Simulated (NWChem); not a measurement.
Species: hydrogen bromide (HBr); SMILES Br

Computed with NWChem. This build's default masses of Se (78.918 u) and Br (79.917 u) are each other's, which moves their modes by up to 0.6 %. Each level has its own optimisation; frequencies are unscaled.

For level LDA (Slater exchange, VWN5)/def2-SVP:

```
Item                               Result
---------------------------------  ------
highest harmonic frequency (cm⁻¹)    2596
```

Problem. How do the values read with level CAM-B3LYP/def2-SVP instead?

Solution. The highest harmonic frequency (cm⁻¹) is 2697.
